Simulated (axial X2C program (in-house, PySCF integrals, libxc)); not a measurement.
# What spin–orbit coupling does to NaIn⁺

Calculated with an in-house all-electron X2C program for linear molecules (integrals from PySCF). Spin-free means the one-electron spin-free X2C Hamiltonian; two-component (2c) means X2C with spin–orbit coupling and atomic mean-field two-electron Coulomb and Gaunt terms, so the difference of the two also holds small scalar two-electron terms. Basis: In dyall-cv3z [11s12p9d4f1g], Na dyall-cv3z [9s8p5d2f] (cores contracted in-house); Gaussian nuclei, density fitting, unrestricted open shells. Masses: In 114.904 u, Na 22.990 u.

Spin-free state: M_S = 1/2, Λ = 0 (beyond evenly filled blocks: σα); fragments In + Na+.

| level | Re (Å) | ωe (cm⁻¹) | De (eV) | μ (D) |
| --- | --- | --- | --- | --- |
| PBE0 | 3.523 | 98.0 | 1.114 | 8.05 |
| HF | 3.589 | 100.9 | 0.958 | 9.01 |
| MP2 | 3.570 | 101.4 | 0.924 | n/a |
| CCSD | 3.559 | 103.2 | 0.919 | n/a |
| CCSD(T) | 3.558 | 103.3 | 0.917 | n/a |
| PBE50 | 3.482 | 104.8 | 1.055 | 8.43 |

Correlated methods: 3 electrons correlated (number of frozen shells: In 4 s, 3 p, 2 d; Na 2 s, 1 p), 283 virtual spin orbitals or spinors in MP2, 47 natural virtuals in coupled cluster.

Dipoles are positive if Na is the positive end and refer to the centre of mass.

Two-component determinant lowest at the distance of the search:

Ω = 1/2 (⟨Sz⟩ = 0.48, ⟨Lz⟩ = 0.02 at HF); fragments In + Na+.

```json
{"level": "PBE0", "Re (Å)": "3.520", "ωe (cm⁻¹)": "97.8", "μ (D)": "8.10"}
{"level": "HF", "Re (Å)": "3.578", "ωe (cm⁻¹)": "100.9", "μ (D)": "9.10"}
{"level": "MP2", "Re (Å)": "3.563", "ωe (cm⁻¹)": "101.2", "μ (D)": "n/a"}
{"level": "CCSD", "Re (Å)": "3.554", "ωe (cm⁻¹)": "103.0", "μ (D)": "n/a"}
{"level": "CCSD(T)", "Re (Å)": "3.553", "ωe (cm⁻¹)": "103.0", "μ (D)": "n/a"}
{"level": "PBE50", "Re (Å)": "3.476", "ωe (cm⁻¹)": "104.7", "μ (D)": "8.49"}
```

From the two tables, how do the constants change at the CCSD(T) level (2c against spin-free)?

At the CCSD(T) level Re goes down by 0.005 Å and ωe drops by 0.3 cm⁻¹.

One determinant describes the state; a PBE0 search over occupations chose it and may have missed a lower one. De is counted from the lowest determinant-based energies of the atoms at the same level, without counterpoise correction. De is not given where an atomic determinant may have missed its ground term or J level, or where the truncated virtual space spoils (T). Density functionals use the spin component along the axis (collinear). CCSD and (T) use frozen natural virtuals with an MP2 correction for the truncation; (T) itself is uncorrected, so its De runs slightly low. The functionals have no current-density term, which raises determinants with orbital currents, atoms included. With the outer-core shells frozen, correlated bond lengths of heavy atoms tend to come out a few hundredths of an ångström too long.
